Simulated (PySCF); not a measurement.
C4H5F. Atoms are numbered in the order given.

```xyz
10

F     -1.5142     0.6658     0.4302
C     -0.5182     0.1847    -0.3753
C      0.8537     0.7781    -0.2002
C      1.4098    -0.4138     0.0650
C      0.1031    -1.1715     0.0544
H     -0.8910     0.1923    -1.4153
H      1.2401     1.7932    -0.3173
H      2.4434    -0.7439     0.2018
H      0.0026    -2.0138    -0.6504
H     -0.2576    -1.4846     1.0464
```
Charge 0, spin multiplicity 1.

Coordinates come from a PBE0-D3(BJ)/def2-SVP optimisation. The structure was generated by enumeration; whether it is a known compound was not checked.

The numbers are results of TDDFT-PBE/def2-SVPD (PySCF 2.14.0), not measurements.

Vertical excitations. 

| state | energy (eV) | λ (nm) | f | main pairs |
|---|---|---|---|---|
| S1 | 6.27 | 198 | 0.020 | HOMO−2→LUMO 41 %, HOMO−1→LUMO 32 %, HOMO→LUMO 25 % |
| S2 | 6.37 | 195 | 0.005 | HOMO−1→LUMO 67 %, HOMO−2→LUMO 25 % |
| S3 | 6.81 | 182 | 0.072 | HOMO→LUMO 43 %, HOMO−2→LUMO 29 %, HOMO→LUMO+1 16 % |
| S4 | 7.09 | 175 | 0.035 | HOMO→LUMO+1 80 % |
| S5 | 7.44 | 167 | 0.043 | HOMO→LUMO+2 78 % |
| S6 | 7.59 | 163 | 0.034 | HOMO→LUMO+3 92 % |
| S7 | 7.84 | 158 | 0.001 | HOMO−3→LUMO 97 % |
| S8 | 7.93 | 156 | 0.020 | HOMO−1→LUMO+1 98 % |
| S9 | 8.11 | 153 | 0.035 | HOMO−2→LUMO+1 98 % |
| S10 | 8.21 | 151 | 0.014 | HOMO−1→LUMO+2 99 % |
| T1 | 4.32 | 287 | 0 | HOMO→LUMO 97 % |
| T2 | 5.98 | 207 | 0 | HOMO−1→LUMO 97 % |
| T3 | 6.24 | 199 | 0 | HOMO−2→LUMO 96 % |
| T4 | 6.91 | 179 | 0 | HOMO→LUMO+1 100 % |
Triplets are in the Tamm–Dancoff approximation, which puts them higher than full response would, so one can lie above its singlet here.
